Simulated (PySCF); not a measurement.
# A search over the determinants of BeSi

Unrestricted PBE0; PySCF, no relativity, basis sets Be def2-TZVPP, Si def2-TZVPP. Outer shells of the fragments: Be 2s2; Si 3s2 3p2.

Followed along the bond (rough minima from three points):

```tsv
2Ms+1	unpaired	⟨S²⟩ at the start	R at minimum (Å)	Te (eV)
3	π ↑↑	2.16	2.13	0.00
1	π ↑↓	1.06	2.11	0.22
3	σ ↑, π ↑	2.01	2.29	0.56
1	σ ↓, π ↑	1.01	2.28	0.62
1	none	0.05	2.12	1.00
```

Solutions found at the starting distance of 2.075 Å, counted from the lowest of them; the search is not exhaustive and high or unbound solutions are not listed, so other states can lie among these:

| 2Ms+1 | unpaired | term | E (eV) | ⟨S²⟩ | ⟨Lz²⟩ | μ (D) |
| --- | --- | --- | --- | --- | --- | --- |
| 3 | π ↑↑ | ³Σ⁻ | 0.00 | 2.16 | 0.00 | -1.87 |
| 1 | π ↑↓ | mixed | 0.22 | 1.06 | 2.03 | -2.16 |
| 3 | σ ↑, π ↑ | ³Π | 0.71 | 2.01 | 1.01 | 0.43 |
| 1 | σ ↓, π ↑ | mixed | 0.79 | 1.01 | 1.01 | 0.40 |
| 1 | none | mixed | 1.00 | 0.05 | 2.00 | -2.11 |
| 3 | σ ↑↑, π ↑↓ | mixed | 1.46 | 3.02 | 2.03 | 0.80 |
| 1 | σ ↓↓, π ↑↑ | mixed | 1.65 | 2.02 | 0.00 | 0.50 |
| 3 | σ ↑, π ↑ | ³Π | 1.97 | 2.03 | 1.03 | -2.37 |
| 1 | σ ↓, π ↑ | mixed | 2.32 | 1.09 | 1.01 | -2.38 |
| 3 | π ↑↑ | mixed | 3.07 | 2.09 | 2.02 | -1.03 |

A term symbol is given only where ⟨S²⟩ and ⟨Lz²⟩ are close to those of a pure state; real π, δ and φ orbitals otherwise mix terms. A positive dipole means Be(−)Si(+).
